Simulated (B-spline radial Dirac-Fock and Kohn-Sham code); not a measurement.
## K-line shifts caused by a second vacancy in O²⁻

System: O²⁻, [He] 2s2 2p6, inside a Watson sphere of charge +2 and radius 1.42 Å (a model of the Madelung potential; inside it an electron's potential energy is lowered by 20.3 eV).

Model: multi-electron Dirac-Fock with separately optimised hole states, Breit and Lamb-shift corrections added in first order. Program: a radial B-spline solver. Each two-hole energy is an average over J within one jj subconfiguration, not an observable level; in light atoms, where LS coupling holds, the j-resolved values are not observed lines, and for a K spectator the Kα1 hypersatellite is nearly forbidden. Correlation energy is missing from these numbers.

Lines without a spectator: Kα2 (K-L2) 525.9 eV, Kα1 (K-L3) 525.9 eV. Shifts in eV with one spectator hole (a dash: not computed, or left out as unreliable):

```tsv
spectator hole	Kα2	Kα1
K (1s)	+75.3	+75.3
L2 (2p1/2)	+1.02	+1.96
L3 (2p3/2)	+1.93	+1.63
```

With n spectator holes in 2p, averaged over the 2p shell (energies in eV):

| n | KαLⁿ | step | hypersatellite KαʰLⁿ |
| --- | --- | --- | --- |
| 0 | 525.9 | – | 601.2 |
| 1 | 527.7 | +1.8 | 604.6 |
| 2 | 531.0 | +3.3 | 609.6 |
| 3 | 535.9 | +5.0 | 616.1 |
| 4 | 542.5 | +6.6 | 624.2 |
| 5 | 550.7 | +8.2 | 633.8 |
